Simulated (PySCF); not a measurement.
# What a mistake does to a calculation on AlBFHO

All numbers below are calculated, not measured. The program is PySCF 2.14.0, an open-source quantum chemistry code, run on an isolated molecule that a program drew, which may never have been made. The molecule is AlBFHO (charge 0, singlet), drawn as the SMILES string `O[B](F)[Al]`.

Each row is a Hartree-Fock (HF) and frozen-core CCSD(T) single point in the cc-pV(D+d)Z basis, meant for a local HF minimum. Run 1 is clean. Each other run has one planted mistake out of seven kinds, and not every kind appears here: one electron removed, one electron added, multiplicity raised by two, geometry at a saddle point, minimal basis STO-3G, one bond length entered in bohr, all coordinates scaled. The reference is restricted for singlets and unrestricted otherwise, and also for a bond in bohr. Adding or removing an electron swaps singlet and doublet. Electrons count all cores. HOMO and LUMO are orbital energies over both spins, the gradient is its largest component, and the lowest frequency (negative if imaginary) is given only where the gradient is small. Bond lengths are over the 4 bonds as drawn. T1 is the CCSD diagnostic: over 0.02 (restricted) or 0.045 (unrestricted) a single reference is doubtful.

Geometry of the clean run:
```xyz
5
AlBFHO, angstrom
O    -0.4398   -1.0581    1.8058
B    -1.0526   -0.2669    0.8958
F    -1.2905   -0.8464   -0.3094
Al   -1.6236    1.8581    1.3809
H    -0.2538   -1.9300    1.4751
```

| run | electrons | basis functions | <S^2> | HOMO (eV) | LUMO (eV) | gradient (hartree/bohr) | lowest frequency (cm^-1) | mean bond (Å) | longest bond (Å) | T1 | HF (hartree) | CCSD(T) (hartree) | mistake |
|---|---|---|---|---|---|---|---|---|---|---|---|---|---|
| 1 | 36 | 70 | 0.000 | -7.41 | 0.62 | 3.6e-05 | 130 | 1.4788 | 2.253 | 0.0159 | -441.56263 | -442.09528 | no fault |
| 2 | 36 | 70 | 1.129 | -7.13 | 0.22 | 2.6e-02 | - | 1.7796 | 2.556 | 0.0826 | -441.39427 | -441.91114 | one bond length entered in bohr |
| 3 | 36 | 70 | 0.000 | -7.03 | 0.78 | 1.2e-01 | - | 1.3723 | 2.091 | 0.0144 | -441.53202 | -442.05637 | all coordinates scaled |
| 4 | 35 | 70 | 0.786 | -15.80 | -6.02 | 6.8e-02 | - | 1.4788 | 2.253 | 0.0206 | -441.31677 | -441.82018 | one electron removed |
| 5 | 37 | 70 | 1.009 | -0.21 | 6.26 | 4.0e-02 | - | 1.4788 | 2.253 | 0.0477 | -441.55541 | -442.09420 | one electron added |
| 6 | 36 | 70 | 2.014 | -6.42 | 0.27 | 1.7e-02 | - | 1.4788 | 2.253 | 0.0237 | -441.53522 | -442.04761 | ? |

**Which mistake was planted in run 6, and what did it cost?**

Electrons, basis and geometry are unchanged, and <S^2> is 2.014, beside S(S+1) = 2.00 for a multiplicity of 3. So the mistake is: multiplicity raised by two. Subtracting run 1 and multiplying by 627.51 kcal/mol a hartree, the energy moved by 17.2 kcal/mol in HF and 29.9 kcal/mol in CCSD(T).

Cautions from the logs. Run 2: T1 is over the limit, so its CCSD(T) energy is less reliable; run 5: T1 is over the limit, so its CCSD(T) energy is less reliable and the added electron raises the CCSD(T) energy, so it isn't bound in this basis.
